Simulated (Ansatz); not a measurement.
KF₂⁻. Total charge -1; triplet. Geometry PBE-D4/def2-TZVPD.

```xyz
3

K    -0.042    0.117    0.086
F    -2.248   -0.813   -0.136
F     2.290    0.696    0.050
```

At LDA (SPW92)/def2-TZVPD, PBE-D4/def2-TZVPD, PBE0-D4/def2-TZVPD, r2SCAN0-D4/def2-TZVPD the highest occupied level of the charge -1 triplet lies above zero (up to 1.23 eV). It is a level of α spin, whose loss leaves a doublet; that state wasn't run at this geometry and level. The electron is either unbound and held by the finite basis, or the level is raised by self-interaction error. At LDA (SPW92)/def2-TZVPD the gap within one spin of the charge -1 triplet nearly closes, so an electron or hole may be smeared out by delocalisation error. At PBE0-D4/def2-TZVPD a singlet of charge -1 lies 4.55 eV below the triplet, each at its own geometry. The structure comes from a short search, and lower isomers may exist.

(1) Estimate the α-spin orbital energies around the gap (eV) in Ansatz with HF/def2-TZVPD, LDA (SPW92)/def2-TZVPD, PBE-D4/def2-TZVPD, PBE0-D4/def2-TZVPD, r2SCAN0-D4/def2-TZVPD.

Results:

(1) 
```csv
orbital,HF/def2-TZVPD,LDA (SPW92)/def2-TZVPD,PBE-D4/def2-TZVPD,PBE0-D4/def2-TZVPD,r2SCAN0-D4/def2-TZVPD
HOMO−9,-21.83,-14.55,-14.65,-16.75,-17.10
HOMO−8,-21.76,-14.55,-14.64,-16.74,-17.09
HOMO−7,-21.73,-14.46,-14.51,-16.67,-17.02
HOMO−6,-21.13,-6.12,-6.06,-8.47,-8.95
HOMO−5,-18.10,-5.75,-5.71,-8.09,-8.58
HOMO−4,-17.95,-4.89,-4.72,-6.98,-7.34
HOMO−3,-8.07,-4.89,-4.72,-6.97,-7.34
HOMO−2,-7.87,-4.86,-4.69,-6.94,-7.31
HOMO−1,-7.87,-4.86,-4.69,-6.94,-7.31
HOMO,-0.09,1.23,1.23,0.93,0.98
LUMO,2.89,1.82,1.74,1.98,2.04
LUMO+1,2.92,1.83,1.76,2.00,2.05
LUMO+2,3.40,2.18,2.17,2.41,2.40
LUMO+3,4.99,3.09,3.21,3.67,3.65
LUMO+4,5.96,4.07,4.18,4.71,4.62
LUMO+5,6.11,4.08,4.19,4.71,4.62
β HOMO,-7.88,-4.40,-4.33,-4.50,-4.35
β LUMO,2.81,-4.37,-4.01,-3.28,-3.11
```
